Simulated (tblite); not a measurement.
C4H6F2O2, singlet, geometry from GFN2-xTB; GFN1-xTB (tblite).

The tblite input:
```
$ tblite run mol.xyz --method gfn1 --charge 0 --spin 0 --grad --json tblite.json --no-restart

# file mol.xyz
14

C     -1.98524867     0.92501571     1.04731077
C     -1.20006666     1.45180380     0.12826779
O     -0.21647139     0.85538765    -0.62868302
C      0.15603679    -0.44442100    -0.42765436
F      0.88313980    -0.78118462    -1.51504011
F     -0.91014782    -1.29301426    -0.44033908
C      0.98330795    -0.67006602     0.84831123
O      2.08545721     0.18356411     0.89343668
H     -2.71162513     1.54904888     1.53284278
H     -1.97073075    -0.11090471     1.33325363
H     -1.25177725     2.49055991    -0.16406339
H      0.32242654    -0.52987052     1.71565441
H      1.36297848    -1.69400495     0.84097663
H      1.81573708     1.07735240     0.64430653
```

Problem. Write the output that tblite gives for this input, abridged.

Solution. 
```
xTB calculator
 | screened Coulomb repulsion
 | Coulomb electrostatics
 |  * isotropic Klopman-Ohno-Mataga-Nishimoto electrostatics
 |  * onsite third-order electrostatics
 | DFT-D3(BJ) dispersion correction

halogen bonding energy    0.0000000000000E+00 Eh
repulsion energy          2.1361893070519E-01 Eh
dispersion energy        -4.9173207266706E-03 Eh
number of electrons       4.8000000000000E+01 e
integral cutoff           1.9731147476801E+01 bohr

------------------------------------------------------------
  cycle        total energy    energy error   density error
------------------------------------------------------------
      1     -30.97493464920  -3.1183636E+01   6.3380064E-01
      2     -31.34966075844  -3.7472611E-01   3.2998216E-01
      3     -31.35557510874  -5.9143503E-03   1.3957944E-01
      4     -31.35617778342  -6.0267468E-04   1.7303380E-02
      5     -31.35662614541  -4.4836198E-04   4.4381378E-03
      6     -31.35665325582  -2.7110418E-05   1.2097380E-03
      7     -31.35665502557  -1.7697441E-06   2.1365880E-04
      8     -31.35665508138  -5.5814478E-08   7.2739792E-05
      9     -31.35665508559  -4.2110280E-09   5.9123211E-05
     10     -31.35665509825  -1.2658262E-08   3.7943567E-06
------------------------------------------------------------

electronic energy        -3.1565356708231E+01 Eh
total energy             -3.1356655098252E+01 Eh

Post processing:
 | Mayer-Wiberg bond orders

[Info] Tight-binding results written to 'tblite.txt'
[Info] JSON dump of results written to 'tblite.json'
```
